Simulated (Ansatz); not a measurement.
Which is lower?

The two ends of one reaction step of ZnGeH6S2, closed shell (PBE0-D4/def2-TZVP).

A:

```
atom    x (Å)    y (Å)    z (Å)
 Ge1   1.4543   0.7850  -1.0755
  H2   0.5852   0.5322  -2.3103
  H3  -2.5796   0.1491  -0.9637
  S4  -2.2495   0.9904   0.0324
 Zn5  -1.0986  -0.5300   1.0747
  S6  -0.1127  -2.0677   2.2389
  H7   2.9357   0.5554  -1.4070
  H8   1.2362   2.1978  -0.5300
  H9   1.0583  -0.2351   0.0191
 H10  -1.2294  -2.3772   2.9215
```

B:

Ge1  (1.166, 1.518, -0.282)
H2  (-0.443, -1.564, -1.752)
H3  (-0.663, -0.894, -2.002)
S4  (-0.906, 1.701, 0.513)
Zn5  (-1.221, -0.395, 0.912)
S6  (-1.556, -2.489, 1.342)
H7  (1.136, 1.620, -1.815)
H8  (1.991, 2.669, 0.310)
H9  (1.786, 0.168, 0.123)
H10  (-1.289, -2.336, 2.651)
(Å)

Program: Ansatz 0.2.0. Basis: def2-TZVPP. Cores are frozen in the correlated methods. The 3s and 3p shells of Cu and Zn are frozen; filled d shells are correlated. The def2 sets are not built for correlating such inner shells, so the correlated values are less sure here. B3LYP uses VWN-RPA correlation.

(1) Which structure is lower at CCSD(T), and by how much? (To be estimated.)

T1 diagnostic: at most 0.014.

Results:

(1) Computed: B, by 4.92 kcal/mol (electronic energy, against the other). By their contacts, A is a complex of ZnH₂S₂ ([SH][Zn][SH]) + GeH₄ and B is a complex of ZnGeH₄S₂ ([SH][Zn][S][GeH3]) + H₂.

All methods give the same order:

| method | E(B) − E(A) (kcal/mol) |
| --- | --- |
| SPW92 | -2.41 |
| PBE-D4 | -5.35 |
| BLYP-D4 | -4.87 |
| r2SCAN-D4 | -5.47 |
| B97M-V | -3.54 |
| PBE0-D4 | -5.13 |
| B3LYP-D4 | -4.52 |
| r2SCAN0-D4 | -5.25 |
| BHLYP-D4 | -4.27 |
| CAM-B3LYP-D4 | -3.17 |
| wB97X-V | -4.60 |
| wB97M-V | -4.57 |
| B2PLYP | -5.01 |
| PBE-QIDH | -5.77 |
| RPA on PBE | -4.62 |
| HF | -3.47 |
| MP2 | -7.18 |
| CCSD | -4.09 |
| CCSD(T) | -4.92 |

Labels in which every atom is bracketed show which atoms are joined, not bond orders.

For scale, one of the runs: CCSD(T)/def2-TZVPP, 280 basis functions, launched by `ansatz run in.yaml --threads 8 --pin off --events-out ev --progress --plain --max-ram 19148MiB`. The run took 6 min on 8 CPU threads of an Arm Neoverse N1 (shared host), with 7.4 GiB of host memory at its peak.
